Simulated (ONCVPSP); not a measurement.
## Transferability test, ONCV potential for sulfur

S (Z = 16), optimised norm-conserving Vanderbilt (ONCV), made with ONCVPSP 4.0.1 (PBE, scalar-relativistic). Core [Ne], reference 3s1.75 3p4.25. Waves: 3s: rc 1.15 bohr, ncon 5, nbas 8, qcut 5.7 1/bohr, 3 projectors, debl 2.5 Ha; 3p: rc 1.35 bohr, ncon 4, nbas 8, qcut 7.1 1/bohr, 2 projectors, debl 0.3 Ha; d scattering state at 0.07 Ha: rc 1.40 bohr, ncon 5, nbas 10, qcut 8 1/bohr, 3 projectors, debl 2.8 Ha. Local part: polynomial inside 0.80 bohr (lpopt 5, dvloc0 4 Ha). Core correction: Teter function fitted to the true core (icmod 2), fcfact 0.4.

Energies are relative to the spin-unpolarised reference configuration 3s1.75 3p4.25; without spin polarisation the order of configurations can differ from experiment.

| valence configuration | charge | ΔE all-electron (eV) | error AE − PS (meV) |
| --- | --- | --- | --- |
| 3s2 3p3 | +1 | 9.203 | +0.7 |
| 3s2 3p2 | +2 | 31.486 | +12 |
| 3s2 3p3.5 | +0.5 | 2.094 | -0.2 |

Q: What are ΔE and the potential's error for 3s2 3p4?

A: ΔE = -2.566 eV all-electron; the error (AE − PS) is 0.0 meV.

Note: ghosts flagged at negative energy: s at -215.4 eV; GHOST(+) flagged for s at 363.5 eV. A true bound ghost makes a file unfit for plane-wave use.
